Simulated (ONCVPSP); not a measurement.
**Plane-wave convergence, ONCV potential for tungsten (W)**

* Element: tungsten
* Generator: ONCVPSP 4.0.1
* Type: optimised norm-conserving Vanderbilt (ONCV)
* Functional: PBE
* Relativity: scalar-relativistic
* Frozen core: [Kr] 4d10 4f14
* Valence charge: 14
* Reference configuration: 5s2 5p6 5d4 6s2
* Partial waves: 5s+6s: rc 1.90 bohr, ncon 4, nbas 8, qcut 5.4 1/bohr, 3 projectors, debl 2.6 Ha; 5p: rc 1.40 bohr, ncon 4, nbas 8, qcut 7 1/bohr, 1 projector; 5d: rc 2.40 bohr, ncon 4, nbas 9, qcut 5.2 1/bohr, 2 projectors, debl 0.8 Ha
* Local potential: polynomial inside 1.20 bohr (lpopt 5, dvloc0 0 Ha)
* Core correction: Teter function, fcfact 4.75, rcfact 0.9

Question: For each optimised wave give the share of its norm inside rc, the residual kinetic energy above qcut (Ha) and the cutoffs (Ha) for errors of 10, 1, 0.1 and 0.01 mHa per electron.

Answer:

```
         wave  norm inside rc  residual KE  10 mHa  1 mHa  0.1 mHa  0.01 mHa
           5s           0.978      5.7e-05     4.8   10.2     13.8      45.0
           6s           0.098      1.3e-04     4.2   10.9     15.6      56.0
s projector 3           0.113      1.1e-03     9.2   14.8     27.7      62.2
           5p           0.683      8.8e-04    16.7   24.1     91.9     110.2
           5d           0.711      5.7e-05     8.8   11.0     13.5      37.4
d projector 2           0.199      1.0e-04     9.1   11.5     13.9      24.9
```

The occupied waves need 24 Ha and 92 Ha for 1 and 0.1 mHa.
